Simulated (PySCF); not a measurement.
# Gas-phase XPS of SeF2, computed

Species: SeF2.
Structure used (PBE0-D3(BJ)/def2-SVP), in Å, numbered top down from 1:
```
atom  x, y, z in Å
Se1    0.0052   -0.0073   -0.7660
F2     1.3097   -0.0157    0.3921
F3    -1.3149    0.0230    0.3739
```

Theory: delta-SCF UKS SCAN, pcX-2 on the ionised atom, pcseg-1 elsewhere, spin-free X2C in PySCF 2.14.0. Vertical ΔSCF values, vacuum level as zero.

Give the core binding energies atom by atom.

```json
{"atom(s)": "F2/F3", "environment": "fluorine bonded to Se", "level": "F 1s", "binding energy (eV)": "692.95", "count": "2"}
```

Express the binding energy of F 1s of F2 (atom 2)/F3 in atomic units and per mole.

692.95 eV = 25.4654 Eh = 66860 kJ/mol.

What is the longest wavelength that can ionise F 1s of F2/F3 vertically?

λ = hc/E = 12398.42 eV Å / 692.95 eV = 17.892 Å.

The first atom of each set that the bonding makes equivalent was ionised and stands for the set. No level of selenium is listed. Geometry: PBE0-D3(BJ)/def2-SVP; no solvent, vibrations or thermal averaging.
